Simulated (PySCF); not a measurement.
How exact exchange moves a shielding

Molecule: `F[SiH2]C([SiH3])[SiH3]`, CH$_{9}$FSi$_{3}$.

Atoms are numbered as in `[F:1][SiH2:2][CH:3]([SiH3:4])[SiH3:5]`; H(Xn) means a hydrogen on atom n.

GIAO shieldings (ppm, equivalent atoms averaged) in PySCF on the PBE0-D3(BJ)/def2-SVP geometry, basis pcSseg-1, gas phase, non-relativistic:

```csv
functional,exact exchange (%),σ(F1),σ(Si2),σ(Si4/Si5)
BLYP,0,376.4,317.1,391.6
BP86,0,378.4,322.4,400.6
PBE,0,378.0,322.8,402.2
PBE0,25,390.4,341.3,416.0
mPW1PW91,25,390.8,340.7,413.9
BHandHLYP,50,398.1,353.6,420.2
HF,100,411.6,394.2,450.4
```

Question: Fit each shielding as a line in the percentage of exact exchange.

Answer: σ(F1) = 379.2 + 0.35 x (rms 2.2 ppm); σ(Si2) = 321.1 + 0.72 x (rms 2.4 ppm); σ(Si4/Si5) = 399.0 + 0.51 x (rms 3.9 ppm). The functionals also differ in their semilocal parts, which the line can't hold; Hartree–Fock has no correlation at all.

Question: What does the line predict for B3LYP (20 %), and what does the run give?

Answer: σ(F1): 386.2 predicted, 386.7 computed; σ(Si2): 335.5 predicted, 331.4 computed; σ(Si4/Si5): 409.2 predicted, 403.1 computed ppm.
